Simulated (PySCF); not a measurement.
Computed with PBE0-D4/def2-TZVP // PBE0-D4/def2-SVP in PySCF. Gas-phase values, no solvent. One relaxed conformer stands for a flexible species; it need not be the lowest. Delta-SCF ions had no search for a lower state. 

Reference species (SMILES): `[C@]1(B)([C@@H]2CC[C@H]1CC2)C=O` (neutral, multiplicity 1).

```json
{
  "vertical ionisation energy (Delta-SCF)": "9.25 eV",
  "S1 oscillator strength": "0.005",
  "LUMO": "-1.81 eV",
  "HOMO": "-7.23 eV"
}
```

Changed species: `B[C@@H]1C[C@@]2(C=O)CC[C@@H]1C2`.

Task: Give the shifts of the vertical ionisation energy (Delta-SCF), S1 oscillator strength, LUMO and HOMO.

Result: the vertical ionisation energy (Delta-SCF) rises by 0.09 eV, to 9.34 eV; the S1 oscillator strength is nearly the same; the LUMO increases by 0.30 eV, to -1.51 eV; the HOMO decreases by 0.07 eV, to -7.30 eV.
